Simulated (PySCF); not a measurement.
**Ni- (nickel, charge -1) across methods**

[Ar] 3d9 4s2, 2D determinant. Computed with PySCF 2.14 in aug-cc-pVTZ (8s7p5d3f2g, 93 functions), with no relativity, point nucleus.

| method | E (hartree) | mean ε 3d β (eV) | mean ε 4s α (eV) | mean ε 4s β (eV) | Σ⟨r²⟩ (bohr²) | ⟨S²⟩ |
| --- | --- | --- | --- | --- | --- | --- |
| M06-2X | -1508.301 | -2.892 | 0.037 | 0.116 | 71.70 | 0.753 |
| revPBE | -1508.260 | 1.695 | 0.930 | 1.060 | 62.79 | 0.756 |
| PBE0 | -1508.107 | -0.222 | 0.401 | 0.537 | 63.18 | 0.755 |
| PBEsol | -1506.838 | 1.689 | 0.897 | 1.026 | 61.28 | 0.756 |
| MN15 | -1508.588 | -1.711 | -0.420 | -0.295 | 64.15 | 0.756 |
| PBE | -1508.117 | 1.662 | 0.890 | 1.017 | 62.18 | 0.756 |
| r2SCAN | -1508.326 | 1.645 | 0.744 | 0.887 | 60.93 | 0.760 |
| UHF | -1506.82622 | -6.398 | -0.800 | -0.285 | 76.28 | 0.780 |

(1) Estimate the same row for LDA.

The outer electron is barely bound at this level, so radii and moments hang on the diffuse functions.

The highest occupied level is positive at M06-2X, LDA, revPBE, PBE0, PBEsol, PBE, r2SCAN: only the finite basis holds that electron, which in a density functional comes from self-interaction.

Answers

(1) E (hartree) = -1505.705; mean ε 3d β (eV) = 1.556; mean ε 4s α (eV) = 0.782; mean ε 4s β (eV) = 0.907; Σ⟨r²⟩ (bohr²) = 60.55; ⟨S²⟩ = 0.755.
